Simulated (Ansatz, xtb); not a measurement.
Species: CH$_{3}$Se (charge -1, singlet). 
Geometry from a B3LYP-D3(BJ)/def2-TZVP (Ansatz, a first-principles code) optimisation:
```
C
H 1 1.0933
H 1 1.0933 2 108.12
H 1 1.0933 2 108.12 3 116.83
Se 1 1.9953 2 110.79 4 121.59
```
Charge -1, spin multiplicity 1.

Harmonic wavenumbers from GFN2-xTB (xtb, at its own minimum), cm⁻¹: 579, 928, 928, 1296, 1469, 1469, 2991, 2991, 2993.

Task: Give the harmonic wavenumbers at B3LYP-D3(BJ)/def2-TZVP (Ansatz, finite differences of forces, unscaled).

Result: 562, 855, 855, 1257, 1473, 1473, 2985, 3038, 3038 cm⁻¹. Zero-point energy 22.2 kcal/mol.

Task: From these and the geometry, give the ideal-gas thermochemistry at 298.15 K and 1 atm (rigid rotor, harmonic oscillator).

Result: Point group C3v, rotational symmetry number 3. Rotational constants 160, 8.986, 8.986 GHz. S(trans) 39.53, S(rot) 18.56, S(vib) 0.91, S(elec, spin only) 0.00, S 59.0 cal/(mol K). H(298) - H(0) 2.58 kcal/mol; G - E(el) 7.2 kcal/mol.
